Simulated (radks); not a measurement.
Q: All-electron atom: the promethium ion Pm3+ in [Xe] 4f2 5d1 6p1 (not the ground configuration). Calculated with a radial shooting solver on a logarithmic mesh with Libxc functionals: Dirac Kohn-Sham, PBE, spin-unpolarised, spherical densities, finite nucleus; open shells fill j = l - 1/2 first; Fermi nuclear charge, rms radius 4.962 fm. Some entries of the table are withheld. Estimate them.

orbital,occ.,eigenvalue (eV),<r^2> (bohr^2),<1/r> (bohr^-1)
1s1/2,2,-45025.13,0.0007318,67.42
2s1/2,2,-7361.971,0.01150,15.99
2p1/2,2,-6974.245,0.008393,15.97
2p3/2,4,-6414.220,0.009641,14.29
3s1/2,2,-1650.077,0.07749,5.802
3p1/2,2,-1483.845,0.07259,5.716
3p3/2,4,-1371.296,0.07986,5.295
3d3/2,4,-1082.232,0.06454,5.166
3d5/2,6,-1057.871,0.06659,5.060
4s1/2,2,-370.5759,0.3914,2.432
4p1/2,2,-307.0408,0.4133,2.330
4p3/2,4,-281.9325,0.4513,2.191
4d3/2,4,(1),0.5180,1.984
4d5/2,6,(2),0.5325,1.950
5s1/2,2,(3),2.039,0.9928
5p1/2,2,-61.7430,2.450,0.8985
5p3/2,4,-57.4766,2.681,0.8510
4f5/2,2,-50.3995,(4),1.512
4f7/2,0,-49.7691,(5),1.501
5d3/2,1,-31.0256,(6),0.6505
5d5/2,0,-30.5069,(7),0.6406
6p1/2,1,-20.2561,13.23,(8)
6p3/2,0,-19.4596,14.20,(9)

A: 
(1) 4d3/2 eigenvalue (eV): -177.0822
(2) 4d5/2 eigenvalue (eV): -172.5263
(3) 5s1/2 eigenvalue (eV): -80.6339
(4) 4f5/2 <r^2> (bohr^2): 0.8508
(5) 4f7/2 <r^2> (bohr^2): 0.8639
(6) 5d3/2 <r^2> (bohr^2): 4.512
(7) 5d5/2 <r^2> (bohr^2): 4.638
(8) 6p1/2 <1/r> (bohr^-1): 0.3720
(9) 6p3/2 <1/r> (bohr^-1): 0.3577
